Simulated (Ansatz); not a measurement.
**C5H3BrO2: where a starting geometry ends**

The starting geometry of this gas-phase singlet was optimised with GFN2-xTB; its bonds are those of `O=c1cccc(Br)o1`.

```xyz
11

C    -0.4678   -1.9770   -2.5004
C     0.7228   -1.2986   -2.0448
C     0.6828   -0.0274   -1.5820
C    -0.5487    0.6807   -1.5312
C    -1.6460    0.0201   -1.9622
Br   -3.3667    0.7916   -1.9696
O    -0.5614   -3.0908   -2.9298
O    -1.6466   -1.2165   -2.4195
H     1.6361   -1.8676   -2.0980
H     1.5795    0.4690   -1.2443
H    -0.6110    1.6907   -1.1683
```

Task: Where would you expect an optimisation with PBE-D3(BJ)/def2-SVP to take it?

Result: It keeps its bonds, and is `O=c1cccc(Br)o1`.

The energy falls by 0.11 eV over 9 steps:

| step | E − E(last) (eV) |
| --- | --- |
| 1 | 0.106 |
| 2 | 0.025 |
| 3 | 0.009 |
| 4 | 0.003 |
| 5 | 0.001 |
| 6 | 0.001 |
| 7 | 0.000 |
| 8 | 0.000 |
| 9 | 0.000 |

Final geometry (Å):

```xyz
11

C    -0.4341   -2.0222   -2.5109
C     0.7387   -1.3170   -2.0494
C     0.6743   -0.0243   -1.5820
C    -0.5565    0.6960   -1.5259
C    -1.6773    0.0310   -1.9636
Br   -3.3928    0.8306   -1.9611
O    -0.5682   -3.1352   -2.9458
O    -1.6670   -1.2077   -2.4203
H     1.6825   -1.8765   -2.0950
H     1.5950    0.4740   -1.2402
H    -0.6217    1.7253   -1.1561
```

No frequencies were run, so the end isn't proven a minimum. Run with Ansatz 0.2.0, 10 s on 4 threads of Arm Neoverse V2 (shared host).
